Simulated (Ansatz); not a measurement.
Ru₂Pt, relaxed as a quintet with UKS PBE0-D4/def2-TZVP in Ansatz, starting from the PBE0-D4/def2-TZVP geometry of the neutral singlet. Force threshold 0.02 eV/Å.

In the def2 sets Pt, Ru take a core potential; there is no spin–orbit coupling. The charge 0 quintet is spin-contaminated (final ⟨S²⟩ up to 6.15, 6.00 for a pure state). The relaxation made no stability test and no search for a lower SCF solution. The structure comes from a short search, and lower isomers may exist.

Start:

```xyz
3

Pt    1.091   -1.056    0.018
Ru    0.138    1.240    0.281
Ru   -1.230   -0.185   -0.298
```

```tsv
step	energy (eV)	largest force component (eV/Å)	SCF passes
1	-8409.2227	2.719	74
2	-8409.3995	0.742	47
3	-8409.4185	0.156	46
4	-8409.4197	0.012	48
5	-8409.4197	0.001	49
6	-8409.4197	0.000	49
```

Force components are those of the run's own axes.

End:

```xyz
3

Pt    1.0714   -1.0486    0.0149
Ru    0.1843    1.2885    0.3000
Ru   -1.2557   -0.2400   -0.3149
```

By distances, no bond broke or formed. The bond that changes most is Ru2–Ru3, from 2.06 to 2.19 Å (atoms count from 1).

The force fell under the threshold at step 4, but the optimiser went on. No frequencies were taken in this run, so the end may be a saddle point.

Hardware: 4 threads of Arm Neoverse V2 on a shared host. Wall time 20 s.
